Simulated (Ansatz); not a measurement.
Donor–acceptor adduct: AlH3 (SMILES [AlH3]) (first 4 atoms) with CH4O (SMILES CO); geometry from B3LYP-D3(BJ)/def2-TZVP, rigid monomers moved along the line of their centres of mass till Al1···O6 is 3.57 Å.
(charge 0, multiplicity 1):
```xyz
10

Al    -0.93399    -0.20950     0.66319
H     -1.00403    -1.79704     0.73833
H     -0.19992     0.49796    -0.56239
H     -2.12697     0.59237     1.36059
C      1.16902     0.02775     4.72248
O      1.40209     0.27551     3.31702
H      2.11555     0.06881     5.25844
H      0.75186    -0.97344     4.78380
H      0.45836     0.75035     5.12196
H      1.84363     1.12247     3.18088
```

Monomers are frozen at their geometry in the pair; levels with a basis set take the counterpoise correction.

Programs: Ansatz (an electronic-structure program) with Gaussian orbitals. Values without a source in brackets are computed.

What is the computed interaction energy (HF/aug-cc-pV(D+d)Z)?

-4.7 kcal/mol

What is the computed interaction energy (B3LYP/def2-TZVPPD)?

-4.3 kcal/mol

Give the interaction energy at the level wB97M-V/def2-TZVPPD.

-5.0 kcal/mol
